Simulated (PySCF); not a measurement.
**Pb⁺: excitation energy**

Pb⁺ [Xe] 4f14 5d10 6s2 6p1 (2P) → Pb⁺ [Xe] 4f14 5d10 6s1 6p1 7s1 (4P), as a difference of total energies. Calculation: PySCF 2.14, in aug-cc-pVQZ-PP with ECP60MDF (7s7p5d3f2g, 92 functions); a scalar-relativistic core potential. Correlated levels: valence: 5s2 5p6 5d10 frozen. The calculations carry no spin-orbit coupling.

```json
{"method": "UHF", "excitation energy (cm⁻¹)": "106460"}
{"method": "MP2 (valence)", "excitation energy (cm⁻¹)": "111370"}
{"method": "SCS-MP2 (valence)", "excitation energy (cm⁻¹)": "113290"}
{"method": "CCSD (valence)", "excitation energy (cm⁻¹)": "112360"}
{"method": "CCSD(T) (valence)", "excitation energy (cm⁻¹)": "112440"}
```

The promoted electron is Rydberg-like, and one or two diffuse shells describe it only roughly, which tends to raise the upper state.
